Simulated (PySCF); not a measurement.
Molecule: sulfur difluoride, SMILES FSF (F2S). Atoms near the plane z = 1.5 Å, at the CAM-B3LYP/def2-SVP optimised geometry (x, y, z in Å): F1 (0.9, -0.8, 0.0), S2 (-0.7, -0.8, 0.0), F3 (-0.9, 0.8, 0.0).

Calculation: CAM-B3LYP/def2-TZVP run with PySCF. The values are rescaled to run from 0 to 1.

```
|:::.........................:::|
|:::..........................::|
|:::.......    .................|
|:::.....        ...............|
|:::....          ..............|
|:::....          ..............|
|:::...           ..............|
|:::...          ...............|
|::::..         ................|
|-:::...       .................|
|--::::........:::::............|
|----:::::::::----:::...........|
|=----------======--::..........|
|=========+++***++=-::..    ....|
|===++++++**#####*+=-:.      ...|
|++++++***##%%@%%#*=-:.       ..|
|++++*****#%%@@@@#*=-:.       ..|
|++*******##%@@@@%*+-:.       ..|
|++*****++**#%@@@%*+-:        ..|
|+****+++==+*#%%%%*+-:.       ..|
|+***+++=---=+##%#*=-:.       ..|
|+***++==----+*###*=-:.      ...|
|++++++==----=+***+=-:..    ....|
|++++++==----=+***+=-:..........|
|+++++++=====++***+=--:.........|
|+++++++====++****+==-::........|
|+++++++++++++****+==--::::...::|
|++++++++++++****++==--:::::::::|
|+++++++++++*****++==---::::::::|
|+++++++++++****+++===---:::::::|
|++++++++++++++++++===----::::::|
```
Scale: ten equal steps from 0.000 (start of ' ') to 1.00 (end of '@'), in the order ' .:-=+*#%@'; x runs from -3.00 to 3.00, y from -3.00 (bottom) to 3.00 (top).

Question: Which quantity is mapped?
(A) electrostatic potential
(B) Laplacian of the electron density
(C) deformation density (molecule minus spherical neutral atoms)
(D) an orbital amplitude

Answer: A, electrostatic potential. In full: electrostatic potential (hartree/e).
